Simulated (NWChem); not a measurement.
System: C3H6OSi; SMILES [SiH2](O)CC#C

```xyz
11

C      0.7612    -2.3496     0.1609
C     -0.1135    -1.5535    -0.0977
C     -1.0750    -0.4950    -0.3792
Si    -0.3380     1.1594     0.2323
O      1.2478     1.2672    -0.2576
H      1.4802    -3.1071     0.3753
H     -2.0339    -0.6872     0.1207
H     -1.2777    -0.4333    -1.4566
H     -1.0550     2.3069    -0.3764
H     -0.4890     1.2000     1.7139
H      1.7367     0.4348    -0.1561
```
Atoms are numbered in this order, from 1.

Computed with NWChem. Pople sets run with spherical d functions. All runs use the structure optimised with B3LYP/6-31G* (spherical d). Level: B3LYP/6-31G* with SMD (1 M gas to 1 M solution), gas-phase geometry. Reactions with the solvent are ignored.

Predict the results for solvent water. Quantities: solvation free energy (kcal/mol); cavity-dispersion-structure term (kcal/mol); dipole in solution (D).


```
Property                                     Result
-------------------------------------------  ------
solvation free energy (kcal/mol)               -3.4
cavity-dispersion-structure term (kcal/mol)     4.5
dipole in solution (D)                         1.78
```
